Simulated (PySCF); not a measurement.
Predicted microwave data (PBE0/def2-SVPD in PySCF (dipole) on a GFN2-xTB geometry, gas phase) for one isomer of C5H6F4:

- Rotational constants: A = 2534, B = 1078, C = 913.0 MHz
- Dipole components: |μa| = 1.20 D, |μb| = 1.60 D, |μc| = 0.19 D
- Inertial defect: -114.90 u·Å²
- κ: -0.80

Problem. Which structure is it? (One computed conformer of each.)
A. `[CH2:1]=[C:2]([CH2:3][F:4])[CH2:5][C:6]([F:7])([F:8])[F:9]` with C1–C2–C3–F4 -129°, C1–C2–C5–C6 -86°
B. `[F:1][CH2:2][CH2:3]/[CH:4]=[CH:5]/[C:6]([F:7])([F:8])[F:9]` with F1–C2–C3–C4 -67°, C2–C3–C4–C5 117°

Solution. A. It is C=C(CF)CC(F)(F)F, an asymmetric top, point group C1. The candidates at the same level (rigid rotor, commonest isotopes):

```csv
SMILES,A (MHz),B (MHz),C (MHz),μa (D),μb (D),μc (D),Δ (u·Å²),point group,rotor
C=C(CF)CC(F)(F)F,2534,1078,913.0,1.20,1.60,0.19,-114.90,C1,asymmetric top
FCC/C=C/C(F)(F)F,3360,697.9,661.3,3.03,2.44,0.08,-110.35,C1,near-prolate asymmetric top
```

`FCC/C=C/C(F)(F)F` has B 35 % too low. No structure here is proved a minimum.
